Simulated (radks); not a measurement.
Results of a calculation; reference values are marked as such.
Ionisation of Hf68+, [He] 2s2, to Hf69+, [He] 2s1, under several functionals. Scalar-relativistic Kohn-Sham, spin-polarised, spherical densities, point nucleus; open shells are filled with parallel spins first (spin-orbit coupling, left out, can overturn this in heavy ions); a radial shooting solver on a logarithmic mesh with Libxc functionals.

functional,E(Hf68+) (hartree),Exc (hartree),IE (eV),-e(HOMO) (eV),<r> HOMO (bohr),IE error (eV)
OLYP,-6902.6044,-66.2348,18221.0,18104.2,0.07693,+41.0
B86b exchange with PBE correlation,-6902.9099,-66.5331,18226.1,18103.3,0.07692,+46.1
PW91,-6902.5865,-66.2088,18226.1,18103.1,0.07693,+46.1
Wu-Cohen GGA,-6900.9290,-64.5540,18220.5,18099.8,0.07693,+40.5
PBE,-6902.3123,-65.9367,18224.8,18101.8,0.07693,+44.8
AM05,-6896.4349,-60.0745,18208.1,18089.5,0.07696,+28.1
HCTH/407,-6900.5421,-64.1752,18216.0,18104.0,0.07693,+36.0
RPBE,-6903.2641,-66.8897,18225.9,18102.8,0.07693,+45.9
PBEsol,-6899.3860,-63.0167,18216.2,18095.4,0.07694,+36.2

NIST Atomic Spectra Database: 18180 eV (theoretical). Closest: AM05. The Delta-SCF values span 18.09 eV, the total energies 6.83 hartree. The highest occupied level is 2s. Nuclear size, the Breit interaction and QED, all absent here, shift the 1s and 2s values of heavy ions.
